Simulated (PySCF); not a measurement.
BeH⁺ from Hartree–Fock to correlated methods

State: ¹Σ⁺ (singlet), closed shell. Set-up: PySCF, no relativity, basis sets Be def2-SVP, H def2-SVP. De refers to Be⁺ + H in their ground configurations, without counterpoise correction. A positive dipole points towards H; it is taken about the centre of mass and depends on that origin.

| Level | Re (Å) | ωe (cm⁻¹) | De (eV) | μ (D) |
| --- | --- | --- | --- | --- |
| RHF | 1.318 | 2301 | 2.05 | -3.25 |
| RHF-MP2 | 1.318 | 2252 | 2.64 | n/a |
| RHF-SCS-MP2 | 1.318 | 2242 | 2.76 | n/a |
| RHF-CCSD | 1.324 | 2171 | 2.86 | n/a |
| RHF-CCSD(T) | 1.324 | 2170 | 2.86 | n/a |
| LDA | 1.352 | 2068 | 3.27 | -2.81 |
| PBE | 1.342 | 2095 | 2.94 | -2.83 |
| r²SCAN | 1.327 | 2200 | 2.96 | -3.10 |
| r²SCANh | 1.325 | 2215 | 2.96 | -3.12 |
| PBE0 | 1.332 | 2170 | 2.92 | -2.97 |
| M06-2X | 1.322 | 2205 | 3.09 | -2.96 |
| CAM-B3LYP | 1.326 | 2194 | 3.10 | -2.94 |

Problem. Which functional lies closest to RHF-CCSD(T) in De, which farthest, and by how much do they differ from it?

Solution. Closest is PBE0 (+0.8 pm in Re, +0.0 % in ωe, +0.06 eV in De against RHF-CCSD(T) in the same basis), farthest LDA (+2.8 pm in Re, -4.7 % in ωe, +0.41 eV in De). CCSD(T) converges more slowly with the basis than the functionals do and binds too weakly in this one, so the order can change at the basis-set limit.

Problem. What does a quarter of exact exchange do here, going from PBE to PBE0?

Solution. PBE0 less PBE: -1.0 pm in Re, +3.6 % in ωe, -0.02 eV in De. Exact exchange removes part of the self-interaction that spreads semilocal densities, and in most molecules shortens and stiffens the bond and lowers De; so it does here.

Problem. What does the step from GGA to meta-GGA do here, going from PBE to r²SCAN?

Solution. r²SCAN less PBE: -1.5 pm in Re, +5.0 % in ωe, +0.02 eV in De. 

Correlated steps freeze no core orbitals. Correlated levels converge slowly with the basis: in double zeta they bind strong bonds too weakly, by up to about 1 eV, and carry superposition errors of some tenths. For an ion De counts to the pair picked by the measured ionisation energies or electron affinities, which need not be the lowest pair at this level. Where the molecule has an RHF reference, its open-shell atoms are computed with UHF.
